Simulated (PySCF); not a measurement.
Bonds: Si1-Si2 2.344 Å, Si2-Si3 2.346 Å, Si3-Si4 2.345 Å. Si1 carries H5, H6, H7; Si2 carries H8, H9; Si3 carries H10, H11; Si4 carries H12, H13, H14.

[PySCF: shielding tensors at B3LYP/pcSseg-1 (GIAO); PBE0-D3(BJ)/def2-SVP structure; rapidly exchanging positions averaged; no solvent model; single conformer; relativity neglected]

Referencing at the same level of theory: $^{1}$H (σ = 31.38 ppm) and $^{29}$Si (σ = 337.86 ppm) vs TMS.

| atoms | nucleus | count | δ (ppm) |
| --- | --- | --- | --- |
| Si1/Si4 | $^{29}$Si | 2 | -102.4 |
| Si2/Si3 | $^{29}$Si | 2 | ? |
| H8/H9/H10/H11 | $^{1}$H | 4 | ? |
| H5/H6/H7/H12/H13/H14 | $^{1}$H | 6 | 3.59 |

Problem. Estimate the values marked ?.

Solution. 
- H8/H9/H10/H11: 3.35 ppm, hydrogen on a silicon bonded to 2 Si
- Si2/Si3: -109.7 ppm, silicon bonded to 2 Si, 2 H
